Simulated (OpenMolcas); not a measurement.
Ce III: effect of the basis set

- Program: OpenMolcas
- Method: CASSCF
- Active space: 2 electrons in 14 orbitals (4f 5f)
- State averaging: 2S+1 = 3 even, 21 roots; 2S+1 = 1 even, 27 roots
- Spin-orbit coupling: RASSI with atomic mean-field integrals over the reference wave functions, term energies averaged over their components

A. ANO-R2 [8s6p5d2f1g], X2C, finite nucleus; cost roughly 16 core-seconds
B. ANO-RCC-VTZP [8s7p5d3f2g1h], DKH2, point nucleus; cost of the order of 60 core-seconds
C. ANO-RCC-VQZP [9s8p6d4f3g2h], DKH2, point nucleus; cost about 90 core-seconds

Energies in eV above 4f² ³H₄, the measured ground level; measured values from Martin, Zalubas and Hagan, Atomic Energy Levels: The Rare-Earth Elements, NSRDS-NBS 60 (1978).

| Level | A | B | C | Measured |
| --- | --- | --- | --- | --- |
| 4f² ³H₄ | 0.0000 | 0.0000 | 0.0000 | 0.0000 |
| 4f² ³H₅ | 0.2066 | 0.2063 | 0.2070 | 0.1895 |
| 4f² ³H₆ | 0.4268 | 0.4261 | 0.4275 | 0.3877 |
| 4f² ³F₂ | 0.6795 | 0.6766 | 0.6777 | 0.4665 |
| 4f² ¹G₄ [52 %] | 0.8058 | 0.8044 | 0.8060 |  |
| 4f² ³F₃ | 0.8094 | 0.8066 | 0.8082 | 0.5908 |
| 4f² ³F₄ [54 %] | 1.0848 | 1.0832 | 1.0857 |  |
| 4f² ¹D₂ | 2.3007 | 2.2908 | 2.2951 | 1.5913 |
| 4f² ¹I₆ | 2.7410 | 2.7294 | 2.7346 | 2.1599 |
| 4f² ³P₀ | 2.9152 | 2.9187 | 2.9252 | 1.9927 |
| 4f² ³P₁ | 2.9505 | 2.9543 | 2.9609 | 2.0487 |
| 4f² ³P₂ | 3.0521 | 3.0562 | 3.0632 | 2.1471 |

Deviations, from unrounded energies. A percentage is the sum of absolute deviations over the sum of measured energies, with the sign that they share, or ± where signs differ.

| Against measurement | Levels | A | B | C |
| --- | --- | --- | --- | --- |
| mean absolute deviation (cm-1) | 9 | 4000 | 4000 | 4100 |
| fine structure of the ground term (%) | 2 | +9.7 | +9.6 | +9.9 |
| other terms of the ground configuration (%) | 7 | +40.5 | +40.3 | +40.6 |

A, B, C lie about equally close to measurement. The largest miss of B in the table is 4f² ³P₀, by +7500 cm-1. The ranking rests on the paired levels alone, and a cruder setting can come out closer through cancelling errors.

Among A to C the level of the table that moves most is 4f² ¹I₆, by 94 cm-1 (lowest in B, highest in A).

Without dynamic correlation excited terms often stand tens of per cent too high (terms of higher spin than the ground term too low), and those without a measured partner can miss by more than the paired ones. Some levels mix across a computed gap that differs much from the measured one, so their mixing is not that of the real levels. Active for correlation alone: 5f; no level in the range computed is led by a configuration that fills it, so any true level of that kind is missing. Computed and measured levels are paired by configuration, term and J; levels that our copy of the source lacks, or whose pairing is in doubt (as where it misses far off the trend of its configuration), stay unpaired and out of the deviations. Only configurations of the active space appear.

A share in square brackets marks a mixed level and gives the weight of the term that names it, the lowest over the columns.
